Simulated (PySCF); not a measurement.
C2H5FO2Si, SMILES F[Si@@H](O)CC=O. Heavy atoms are numbered as in [O:1]=[CH:2][CH2:3][Si@H:4]([OH:5])[F:6]. Hydrogens are named by the atom that carries them.

Geometry optimised at B3LYP-D3(BJ)/def2-SVP. The structure was generated by enumeration; whether it is a known compound was not checked. One conformer was computed; it need not be the lowest.

Calculation: PBE/def2-TZVP (PySCF).

ESP charges are fitted to the potential on shells at 1.4 to 2.0 van der Waals radii. Atomic charges (e), one atom of each kind:

```tsv
atom	meta-Löwdin	ESP fit	Mulliken	Löwdin
O1	-0.38	-0.49	-0.28	0.12
C2 (CH)	0.27	0.60	0.10	-0.31
C3 (CH2)	-0.53	-0.82	-0.31	-0.36
Si4 (SiH)	1.21	0.89	0.60	0.04
O5 (OH)	-0.72	-0.66	-0.46	-0.08
F6	-0.49	-0.30	-0.29	0.01
H on C2	0.09	0.00	0.09	0.12
H on C3	0.14	0.22	0.12	0.15
H on Si4	-0.11	-0.11	-0.04	-0.03
H on O5	0.35	0.45	0.32	0.18
```

Computed Mayer and Wiberg (Löwdin basis) orders of the bonds:
```tsv
bond	Mayer	Wiberg
O1–C2	2.01	2.71
C2–C3	1.00	1.33
C3–Si4	0.91	1.04
Si4–O5	1.31	1.75
Si4–F6	1.13	1.71
```
